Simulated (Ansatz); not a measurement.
A nudged elastic band was laid between two geometries of F$_{3}$GeH (5 atoms, charge 0, multiplicity 1).

All numbers below come from RKS PBE0-D4/def2-SVP in Ansatz 0.2.0.

```
movable images  : 7
climbing image  : yes
spring          : 5.0 eV/Å²
optimiser       : quadratic models (default)
start path      : through a guess of the saddle point
force threshold : 0.05 eV/Å
iteration limit : 60
end points      : relaxed
```

Initial state:

```xyz
5
Properties=species:S:1:pos:R:3
Ge 0.235 0.000 0.257
H 0.180 0.000 1.772
F 1.842 0.000 -0.337
F -0.532 1.372 -0.424
F -0.532 -1.372 -0.424
```

Final state:

```xyz
5
Properties=species:S:1:pos:R:3
Ge -0.657 0.574 0.706
H 1.189 -0.777 0.270
F 1.606 -0.004 0.637
F -0.517 1.327 -0.864
F -0.428 -1.121 0.095
```

(1) What changes between the two ends?

(2) Give the energies along the band, and the barrier.

(3) What is the geometry of the highest image?

Results:

(1) Bonds broken: Ge1–H2, Ge1–F3. Bonds formed: H2–F3. F3GeH becomes F2Ge + FH.

(2) The run converged. The highest image is number 2 of 0 to 8, 2.47 eV above the first end and 1.87 eV above the last; the last end lies 0.60 eV above the first. Neighbouring images differ by up to 1.7 eV, so the band resolves the path poorly. A vibrational analysis at the climbing image gives one clearly imaginary mode, 1328i cm⁻¹: a first-order saddle point. The orbitals stay closed-shell, which can raise the energy where a bond breaks towards radicals; this wasn't checked here.

```tsv
image	path coordinate (Å)	energy (eV)	Ge1–H2 (Å)	Ge1–F3 (Å)	H2–F3 (Å)
0	0.00	0.00	1.52	1.71	2.69
1	0.63	0.78	1.51	1.73	2.05
2	1.26	2.47	1.61	1.93	1.35
3	1.76	1.26	2.05	2.25	0.96
4	2.25	0.93	2.68	2.40	0.93
5	2.75	0.89	2.95	2.44	0.93
6	3.25	0.83	2.93	2.44	0.93
7	3.75	0.70	2.71	2.42	0.93
8	4.24	0.60	2.33	2.34	0.95
```

(3) 
```xyz
5
Properties=species:S:1:pos:R:3
Ge -0.207 0.005 0.346
H 0.966 0.007 1.454
F 1.726 -0.016 0.336
F -0.626 1.341 -0.660
F -0.665 -1.338 -0.632
```

Run time: 4.6 min on 1 thread of Arm Neoverse V1, with other jobs on the host, peak memory 0.16 GiB.
